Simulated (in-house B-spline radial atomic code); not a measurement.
Results of a calculation; reference values are marked as such.
Building a PAW s channel for C, r_c = 1.49 bohr

C, [He] 2s2 2p2, non-relativistic LDA (VWN5), spherical and spin-unpolarised, from a B-spline radial code for spherical atoms (atomic units; all potentials screened as in the neutral atom).

Two all-electron partial waves φ1, φ2 are integrated outwards at E1 = ε(2s) = -0.500866 and E2 = E1 + 0.5 hartree; φ1 is the bound orbital and φ2 has unit norm inside r_c = 1.4943 bohr. Smooth partners are polynomials, r^1(a0 + a1 r² + a2 r⁴ + a3 r⁶), matched to φ and three derivatives at r_c, with no condition on the norm. The local potential is -4.73299 + (4.40111) r² + (-1.86654) r⁴ + (0.302092) r⁶ inside 1.2235 bohr and the all-electron one outside.

| wave | φ(r_c) | φ'(r_c) | a0 | a1 | a2 | a3 |
| --- | --- | --- | --- | --- | --- | --- |
| 1 | 0.7739759 | -0.2616779 | 1.125828 | -0.38642 | 0.05854372 | -0.003315977 |
| 2 | 0.8136405 | -1.200158 | 1.889146 | -0.8526437 | 0.1296124 | -0.007811686 |

Inside r_c the overlaps are <φi φj> = [[0.51906, 0.71598], [0.71598, 1.00000]] and, for the smooth waves, [[0.60377, 0.85454], [0.85454, 1.22650]]. With χj = (Ej − T − V_local) applied to smooth wave j, the program's quadrature gives the matrix B_ij = <smooth i, χj> as [[0.48530, 0.82864], [0.75936, 1.29841]].

**Question.** Check the match of the first wave, and find the augmentation charges q_ij.

**Answer.** At r_c the four terms are 1.68232, -1.28936, 0.43618, -0.05517, which sum to 0.7740, φ1(r_c) to rounding. q_ij is the all-electron overlap less the smooth one: [[-0.08472, -0.13856], [-0.13856, -0.22650]]. The smooth first wave has a norm of 0.6038 inside r_c against 0.5191, so q11 is negative and must stay small enough for the overlap operator to be positive.

**Question.** B isn't symmetric. Show that D_ij = B_ij + Ej q_ij is.

**Answer.** Integrating by parts gives B12 − B21 = (E1 − E2) q12: 0.82864 − (0.75936) = 0.06928, and −0.5 × (-0.13856) = 0.06928. So D12 = 0.82864 + (-0.000866)(-0.13856) = 0.82876 and D21 = 0.75936 + (-0.500866)(-0.13856) = 0.82876; D11 = 0.52773, D22 = 1.29861. The projectors, p = (B⁻¹)ᵀ χ, are dual to the smooth waves; det B = 0.00088, small beside B11 B22, as the two smooth waves look alike inside r_c.

Solving (T + V_local + Σ p D p) ψ = E (1 + Σ p q p) ψ in a sphere of 9 bohr gives these levels:

```csv
all-electron,one projector,two projectors
-0.500865,-0.500865,-0.500865
0.031880,0.031506,0.031880
0.297033,0.295480,0.297033
0.718057,0.712628,0.718051
1.281300,1.265580,1.281240
```

**Question.** What does the second projector gain?

**Answer.** With one projector the errors are 0.00, -0.37, -1.55, -5.43, -15.72 millihartree. With two the errors are 0.00, 0.00, 0.00, -0.01, -0.06 millihartree. The scattering is exact at E1 and at E2 = -0.001, and over all levels compared the largest error is 0.06 millihartree. The lowest eigenvalue of the overlap operator is 0.7161 with one and 0.3825 with two projectors. The smooth orbital alone needs a cutoff of 4.15 hartree for 1 millihartree of kinetic energy, against 13.9 for a norm-conserving Troullier-Martins orbital of the same radius; part of the gain comes from giving up the norm, part from the simpler form.
